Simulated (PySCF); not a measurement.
C7H5NOS.
Bonds: C1–C2 (aromatic), C2–S3 (aromatic), S3–C4 (aromatic), C4–C5, C5–C6 (aromatic), C6–N7 (aromatic), N7–O8 (aromatic), O8–C9 (aromatic), C4–C10 (aromatic), C1–C10 (aromatic), C5–C9 (aromatic). Hydrogens: H11 on C1; H12 on C2; H13 on C6; H14 on C9; H15 on C10.

Computed with PySCF at CAM-B3LYP/def2-SVPD, non-relativistic, on one gas-phase PBE0-D3(BJ)/def2-SVP geometry that isn't relaxed in the solvent. The solvent is an IEF-PCM continuum (Bondi radii, 1.10 Å for H, scaled by 1.2), and excitations are vertical TDDFT with non-equilibrium linear response and a frozen core. The model holds no explicit solvent molecules, cavitation or dispersion.

Gas-phase singlets (H = HOMO, L = LUMO):

```
state  E (eV)  λ (nm)      f          leading configurations
   S1   4.732     262  0.270                         H→L 95%
   S2   5.531     224  0.081            H-1→L 78%, H→L+6 10%
   S3   5.688     218  0.033                       H→L+1 86%
   S4   5.847     212  0.000  H→L+2 40%, H→L+3 38%, H→L+5 8%
   S5   6.268     198  0.002            H→L+2 45%, H→L+3 40%
```

Question: How does the list change in benzene (ε = 2.271)?

Answer: 
```json
{"state": "S1", "E (eV)": "4.638", "λ (nm)": "267", "f": "0.354", "leading configurations": "H→L 96%", "change by rank (eV)": "-0.094"}
{"state": "S2", "E (eV)": "5.473", "λ (nm)": "227", "f": "0.132", "leading configurations": "H-1→L 80%", "change by rank (eV)": "-0.058"}
{"state": "S3", "E (eV)": "5.602", "λ (nm)": "221", "f": "0.049", "leading configurations": "H→L+1 86%", "change by rank (eV)": "-0.086"}
{"state": "S4", "E (eV)": "5.899", "λ (nm)": "210", "f": "0.000", "leading configurations": "H→L+3 42%, H→L+2 35%, H→L+5 9%", "change by rank (eV)": "+0.052"}
{"state": "S5", "E (eV)": "6.253", "λ (nm)": "198", "f": "0.003", "leading configurations": "H→L+2 48%, H→L+3 37%", "change by rank (eV)": "-0.015"}
```

Question: What are the lowest 5 singlets in dimethylsulfoxide (ε = 46.83)?

Answer: 
```tsv
state	E (eV)	λ (nm)	f	leading configurations	change by rank (eV)
S1	4.661	266	0.352	H→L 95%	-0.071
S2	5.471	227	0.131	H-1→L 67%, H→L+1 19%	-0.060
S3	5.555	223	0.056	H→L+1 73%, H-1→L 18%	-0.133
S4	5.983	207	0.000	H→L+3 49%, H→L+2 25%, H→L+5 10%	+0.136
S5	6.226	199	0.003	H→L+2 59%, H→L+3 28%	-0.042
```

Question: The ground-state energy changes by -0.312 eV from gas to dimethylsulfoxide. By how much does the total energy of gas-phase S1 change?

Answer: E(S1) = E(S0) + excitation energy, so it changes by -0.312 − 0.071 = -0.383 eV: it is lowered more than the ground state, which is what a red shift means. This is the vertical state, with the slow part of the continuum still set for S0.

Question: How do the frontier levels move from gas to dimethylsulfoxide?

Answer: 
| orbital | gas (eV) | solvent (eV) | change (eV) |
| --- | --- | --- | --- |
| LUMO+2 | 1.05 | 1.29 | +0.24 |
| LUMO+1 | 0.70 | 0.70 | 0.00 |
| LUMO | -0.35 | -0.20 | +0.15 |
| HOMO | -7.75 | -7.62 | +0.13 |
| HOMO-1 | -8.86 | -8.70 | +0.16 |
| HOMO-2 | -9.84 | -9.86 | -0.02 |
| HOMO-3 | -10.44 | -10.62 | -0.18 |

The HOMO–LUMO gap goes from 7.40 to 7.42 eV. Rows go by rank; for HOMO-3 the atom shares or the degeneracy differ between the runs, so the row needn't follow one orbital.

The values belong to the conformer `[cH:1]1[cH:2][s:3][c:4](-[c:5]2[cH:6][n:7][o:8][cH:9]2)[cH:10]1`: S3–C4–C5–C6 -179°.
